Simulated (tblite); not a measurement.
C5H9F3O2Si.
Atom-mapped SMILES: `[OH:1][Si@@H:2]1[CH2:3][C@@H:4]([CH2:5][C:6]([F:7])([F:8])[F:9])[CH2:10][O:11]1` (hydrogens: H12 on O1; H13 on Si2; H14, H15 on C3; H16 on C4; H17, H18 on C5; H19, H20 on C10)

Computed with GFN2-xTB (tblite), gas phase: L-BFGS steps from a force-field or distance-geometry start until the largest atomic force falls under 0.01 eV/Å.

At the end of the run (lengths in Å): C10–O11 1.402, Si2–O11 1.638, O1–Si2 1.616, C3–C4 1.532, C4–H16 1.095, O1–H12 0.955, C6–F8 1.345, O1–Si2–C3 119.7°, Si2–O11–C10 114.2°, C3–Si2–O11 94.2°, O1–Si2–O11 111.0°, O1–Si2–C3–C4 -106°, Si2–C3–C4–C5 -153°, C3–C4–C5–C6 -174°, H12–O1–Si2–C3 75°, H13–Si2–O1–H12 -156°.

Question: These geometries were met on the way; a selection of coordinates is given. Order them by energy above the end point, lowest first.
A. C10–O11 1.420, Si2–O11 1.658, O1–Si2 1.635, C3–C4 1.539, C4–H16 1.101, O1–H12 0.956, C6–F8 1.350, O1–Si2–C3 113.4°, Si2–O11–C10 112.4°, C3–Si2–O11 95.9°, O1–Si2–O11 109.0°, O1–Si2–C3–C4 -98°, Si2–C3–C4–C5 -158°, C3–C4–C5–C6 -178°, H12–O1–Si2–C3 101°, H13–Si2–O1–H12 -131°
B. C10–O11 1.403, Si2–O11 1.641, O1–Si2 1.620, C3–C4 1.531, C4–H16 1.096, O1–H12 0.956, C6–F8 1.345, O1–Si2–C3 117.9°, Si2–O11–C10 114.6°, C3–Si2–O11 94.2°, O1–Si2–O11 110.2°, O1–Si2–C3–C4 -100°, Si2–C3–C4–C5 -157°, C3–C4–C5–C6 -177°, H12–O1–Si2–C3 92°, H13–Si2–O1–H12 -136°
C. C10–O11 1.441, Si2–O11 1.669, O1–Si2 1.647, C3–C4 1.556, C4–H16 1.115, O1–H12 0.974, C6–F8 1.362, O1–Si2–C3 113.4°, Si2–O11–C10 110.8°, C3–Si2–O11 96.9°, O1–Si2–O11 108.5°, O1–Si2–C3–C4 -99°, Si2–C3–C4–C5 -159°, C3–C4–C5–C6 -178°, H12–O1–Si2–C3 101°, H13–Si2–O1–H12 -130°
D. C10–O11 1.403, Si2–O11 1.640, O1–Si2 1.621, C3–C4 1.530, C4–H16 1.094, O1–H12 0.956, C6–F8 1.345, O1–Si2–C3 115.7°, Si2–O11–C10 114.0°, C3–Si2–O11 94.7°, O1–Si2–O11 109.3°, O1–Si2–C3–C4 -99°, Si2–C3–C4–C5 -157°, C3–C4–C5–C6 -178°, H12–O1–Si2–C3 97°, H13–Si2–O1–H12 -133°
E. C10–O11 1.401, Si2–O11 1.639, O1–Si2 1.619, C3–C4 1.529, C4–H16 1.095, O1–H12 0.953, C6–F8 1.342, O1–Si2–C3 113.5°, Si2–O11–C10 114.2°, C3–Si2–O11 94.9°, O1–Si2–O11 109.6°, O1–Si2–C3–C4 -98°, Si2–C3–C4–C5 -158°, C3–C4–C5–C6 -178°, H12–O1–Si2–C3 100°, H13–Si2–O1–H12 -131°

Answer: B (0.013 eV), D (0.024 eV), E (0.045 eV), A (0.087 eV), C (0.164 eV).

| step | E above end (eV) | rms distance from the end, all atoms (Å) | largest force (eV/Å) | rms shift of all bonds from the end (Å) |
| --- | --- | --- | --- | --- |
| 16 | 0.013 | 0.087 | 0.063 | 0.001 |
| 8 | 0.024 | 0.101 | 0.134 | 0.003 |
| 3 | 0.045 | 0.112 | 0.270 | 0.004 |
| 1 | 0.087 | 0.115 | 0.736 | 0.009 |
| 0 | 0.164 | 0.118 | 1.385 | 0.017 |

Rows stand in the order of the answer.
